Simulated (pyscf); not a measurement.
`[CH2]=[CH][CH2][CH]=[O]` → `[CH2]=[CH][CH2][CH]=[O]` (group migration; singlet surface; C–C broken, C–C formed). PySCF, gas phase, ωB97X-D3(BJ)/def2-SVP geometries. Energies in kJ/mol from the reactant's lowest minimum found.

```tsv
level	barrier	reaction energy
PBE/def2-TZVP	218.4	0.0
B3LYP-D3(BJ)/def2-TZVP	256.0	0.0
PBE0-D3(BJ)/def2-TZVP	248.4	0.0
M06-2X/def2-TZVP	___	0.0
ωB97M-D3(BJ)/def2-TZVP	___	0.0
HF/def2-TZVP	355.3	0.0
```

Problem. Some entries are withheld; supply them.

Solution. 
- M06-2X/def2-TZVP, barrier: 260.9
- ωB97M-D3(BJ)/def2-TZVP, barrier: 271.1

The functionals in the table span 52.7 kJ/mol in this barrier, from PBE to ωB97M-D3(BJ). At the saddle there is also a short C–C contact that neither side keeps. H₂C=CH–CH₂–CH=O lies 28.5 kJ/mol over its isomer H₃C–CH=CH–CH=O, and others may lie lower still (electronic energy, ωB97M-D3(BJ)). This is the saddle that the search found; another between the same sides may lie lower.
